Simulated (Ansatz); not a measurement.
Species: sum formula H$_{8}$Si$_{3}$NO (charge -1, singlet). It need not be the lowest isomer of its formula. Whether it binds its extra electron was not tested at this geometry. 
Geometry from a B3LYP-D3(BJ)/def2-TZVP (Ansatz, a first-principles code) optimisation:
```xyz
13

Si    -0.0570    -0.2191    -1.3212
N     -0.9735    -0.4760    -0.0003
Si    -2.2534    -0.1268     0.9698
O      1.5244     0.2204    -0.8888
Si     2.0482     0.3952     0.6418
H      0.1669    -1.4135    -2.2031
H     -0.4702     0.8811    -2.2616
H     -3.0958     1.0713     0.5930
H     -3.2808    -1.2257     1.0949
H     -1.8882     0.1517     2.4055
H      1.3385     1.4424     1.4196
H      3.4767     0.8302     0.5608
H      2.0428    -0.8593     1.4376
```
Charge -1, spin multiplicity 1.

Total electronic energies in hartree. Cores are frozen in the correlated levels unless marked. Spin-orbit coupling is left out. Non-relativistic. CBS marks a two-point X^-3 extrapolation of the correlation energy; Hartree-Fock from the larger set. [CCSD(T)-MP2]/basis is that difference in the basis named.

```tsv
level	program	energy (Eh)
HF/cc-pV(D+d)Z	Ansatz	-1000.92618
PBE0/6-31G*	Ansatz	[?]
r2SCANh/def2-TZVPD	Ansatz	[?]
CAM-B3LYP-D4/def2-TZVPD	Ansatz + dftd4	[?]
wB97X-V/def2-TZVPD	Ansatz	-1003.34168
RPA@PBE/cc-pV(T+d)Z	Ansatz	-1002.40384
RI-MP2/cc-pV(Q+d)Z	Ansatz	-1001.95262
CCSD/cc-pV(D+d)Z	Ansatz	-1001.65554
RI-MP2/CBS(aug-cc-pV(T+d)Z,aug-cc-pV(Q+d)Z)+[CCSD(T)-MP2]/aug-cc-pV(T+d)Z	Ansatz	-1002.0916
```

Problem. Complete the blanks.

Solution. 
- PBE0/6-31G*, energy (Eh): -1002.82601
- r2SCANh/def2-TZVPD, energy (Eh): -1003.35967
- CAM-B3LYP-D4/def2-TZVPD, energy (Eh): -1003.50824
